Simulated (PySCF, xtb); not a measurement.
InBr₂, SMILES [Br][In+][Br], charge +1.

Harmonic wavenumbers (cm⁻¹) from GFN2-xTB (xtb) at its own minimum, in rising order: 51, 51, 149, 254.

Q: What does PBE-D3(BJ)/def2-SVP in PySCF 2.14.0 give at its own minimum? (An estimate is asked for; the answer gives what the named calculation found.)

A: 61, 61, 215, 347. Paired by order, the mean absolute difference is 45 cm⁻¹ and the zero-point energies are 0.7 and 1.0 kcal/mol.
